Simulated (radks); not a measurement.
The numbers below are computed, except where a source is named.
Problem. The mean radii <r> (bohr) of the occupied orbitals of an atom or ion are listed with their occupations. Level of theory: Dirac Kohn-Sham, relativistic LDA (MacDonald-Vosko exchange, VWN5 correlation), spin-unpolarised, spherical densities, finite nucleus; Fermi nuclear charge, rms radius of each element as measured or else 0.836 A^(1/3) + 0.57 fm (a radial shooting solver on a logarithmic mesh with Libxc functionals).

orbital  occ.      <r>
1s1/2       2  0.03122
2s1/2       2   0.1348
2p1/2       2   0.1142
2p3/2       4   0.1192
3s1/2       2   0.3649
3p1/2       2   0.3552
3p3/2       4   0.3655
3d3/2       4   0.3349
3d5/2       6   0.3382
4s1/2       1   0.7842

Name the element and its charge. Open shells, if any, fill j = l - 1/2 first.

Solution. Z = 47, silver, charge +18: Ag18+ in [Ar] 3d10 4s1. The 1s radius gives Z: for a bare nucleus <r> = (2 gamma + 1)/(2Z) with gamma = sqrt(1 - (Z/c)^2), 0.03062 bohr for Z = 47, and screening makes it slightly larger (0.03122 here). The occupations add up to 29, and the charge is Z minus that.
